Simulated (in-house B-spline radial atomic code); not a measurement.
Radial electron density of the europium ion Eu²⁺, [Kr] 4d9 4f7 5s2 5p6 5f1. Computed with a radial B-spline atomic code at the basis-set limit: scalar-relativistic (X2C) CAM-B3LYP, spin-polarised, spherical fractional occupations, exact exchange averaged over the configuration, Fermi nucleus of rms radius 5.1115 fm.

One-electron X2C: radii and densities carry no picture-change correction, so inner-shell <1/r> comes out high (for 1s by about 2 % at Z = 33, 5 % at 54, 10 % at 75, 30 % at 118) and <r> low.

Columns: r (bohr), 4πr²n(r) (electrons per bohr), bar.

```
0.000642    3.108 #
0.000812    4.407 ##
 0.00103    6.243 ##
  0.0013    8.725 ###
 0.00164    12.09 #####
 0.00207     16.6 #######
 0.00262    22.57 #########
 0.00332    30.21 ############
 0.00419    39.41 ################
  0.0053    50.15 ####################
 0.00671    61.72 ########################
 0.00848    72.65 #############################
  0.0107    81.13 ################################
  0.0136    85.32 ##################################
  0.0171       84 #################################
  0.0217     78.5 ###############################
  0.0274     73.7 #############################
  0.0347    75.88 ##############################
  0.0438    87.98 ###################################
  0.0554    104.3 #########################################
  0.0701      111 ############################################
  0.0886    100.6 ########################################
   0.112    84.95 ##################################
   0.142    84.79 ##################################
   0.179    96.32 ######################################
   0.226    90.55 ####################################
   0.286    60.83 ########################
   0.362    40.61 ################
   0.458    44.41 ##################
   0.579    45.56 ##################
   0.732    31.62 #############
   0.926    17.96 #######
    1.17    12.15 #####
    1.48    8.619 ###
    1.87    4.555 ##
    2.37    1.556 #
    2.99   0.4058 
    3.78   0.2007 
    4.78    0.215 
    6.05   0.1839 
    7.65  0.09552 
    9.67  0.02627 
    12.2  0.00333 
    15.5 0.0001412 
    19.6 1.754e-06
```

On this grid the curve has 5 maxima, near 0.0136, 0.0701, 0.179, 0.579, 4.78 bohr.

The 4d up radial function P(r) = rR(r), positive near the nucleus:

| r (bohr) | P |
| --- | --- |
| 0.00671 | 0.001607 |
| 0.0107 | 0.005589 |
| 0.0171 | 0.01888 |
| 0.0274 | 0.0602 |
| 0.0438 | 0.171 |
| 0.0701 | 0.4066 |
| 0.112 | 0.7149 |
| 0.179 | 0.71 |
| 0.286 | -0.1143 |
| 0.458 | -1.214 |
| 0.732 | -1.203 |
| 1.17 | -0.4414 |
| 1.87 | -0.05527 |
| 2.99 | -0.001835 |
